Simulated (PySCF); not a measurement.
BFCl2, SMILES B(Cl)(Cl)F. Atoms are numbered in the order given.

```xyz
4

B      0.0000     0.0000    -0.3582
F      0.0000     0.0000    -1.6737
Cl     0.0000    -1.5206     0.4957
Cl     0.0000     1.5206     0.4957
```

Coordinates come from a ωB97X-D3(BJ)/def2-SVP optimisation.

Computed with ωB97X-D3(BJ)/def2-SVP in PySCF.

Frequencies are harmonic and unscaled.

Question: List the normal modes with their intensities. (An estimate is asked for; the answer gives what the named calculation found.)

Answer: 
```
mode  ν (cm⁻¹)  IR (km/mol)  Raman (Å⁴/amu)  depolarisation  moving atoms (share of kinetic energy)
----  --------  -----------  --------------  --------------  --------------------------------------
1          270          0.9             2.5            0.67                  Cl 72 %, F 18 %, B 9 %
2          371          4.9             1.3            0.75                         F 58 %, Cl 40 %
3          527         28.8             0.7            0.75                                  B 87 %
4          574          5.6             5.0            0.09                  Cl 56 %, F 35 %, B 9 %
5         1044        507.9             0.4            0.75                         B 87 %, Cl 13 %
6         1364        351.5             0.5            0.15                          B 71 %, F 28 %
```
